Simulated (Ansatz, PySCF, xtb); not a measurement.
Reaction (SMILES): Clc1ccoc1 + 5 C (CH4) + O (H2O) -> 2 C=C (C2H4) + CC (C2H6) + CCl (CH3Cl) [chloromethane] + 2 CO (CH4O) [methanol]
Each molecule is optimised on its own at B3LYP-D3(BJ)/def2-TZVP (Ansatz, a program for electronic structure). Unstable Hartree-Fock reference: Clc1ccoc1.

Property: bond separation energy (enthalpy at 298 K, with B3LYP-D3(BJ) rigid-rotor harmonic-oscillator terms from PySCF), in kcal/mol. Cores are frozen in the correlated levels unless marked. No spin-orbit coupling. Non-relativistic. Basis-set limits of correlation are two-point, X^-3; Hartree-Fock from the larger set. [CCSD(T)-MP2]/basis is that difference in the basis named.

| level | program | bond separation energy (kcal/mol) | minus last row |
|---|---|---|---|
| GFN1-xTB | xtb | 59.9 | 12.8 |
| HF/STO-3G | Ansatz | 52.8 | 5.7 |
| BLYP/def2-TZVPD | Ansatz | 47.5 | 0.4 |
| PBE0-D3(BJ)/def2-TZVP | Ansatz + dftd3 | 50.7 | 3.6 |
| PBE0-D4/def2-TZVP | Ansatz + dftd4 | 51.2 | 4.1 |
| BHLYP-D3(BJ)/def2-TZVPD | Ansatz + dftd3 | 43.1 | -4.0 |
| BHLYP-D4/def2-TZVPD | Ansatz + dftd4 | 44.0 | -3.1 |
| r2SCANh/def2-TZVPD | Ansatz | 52.5 | 5.4 |
| r2SCAN0/def2-TZVPD | Ansatz | 50.8 | 3.7 |
| HSE06/def2-TZVPD | Ansatz | 50.0 | 2.9 |
| LC-wPBE/def2-TZVPD | Ansatz | 50.5 | 3.4 |
| B2GP-PLYP/def2-TZVPD | Ansatz | 49.2 | 2.1 |
| MP2/aug-cc-pV(D+d)Z | Ansatz | 52.0 | 4.9 |
| RI-MP2/cc-pV(T+d)Z | Ansatz | 56.4 | 9.3 |
| RI-MP2/cc-pV(Q+d)Z | Ansatz | 55.8 | 8.7 |
| SCS-MP2/6-31G* | Ansatz | 52.6 | 5.5 |
| SCS-MP2/aug-cc-pV(T+d)Z | Ansatz | 48.8 | 1.7 |
| CCSD/aug-cc-pV(D+d)Z | Ansatz | 40.7 | -6.4 |
| CCSD/cc-pV(D+d)Z | Ansatz | 45.3 | -1.8 |
| CCSD(T)/6-31G | Ansatz | 39.9 | -7.2 |
| RI-MP2/CBS(cc-pV(T+d)Z,cc-pV(Q+d)Z)+[CCSD(T)-MP2]/cc-pV(T+d)Z | Ansatz | 47.1 | 0.0 |
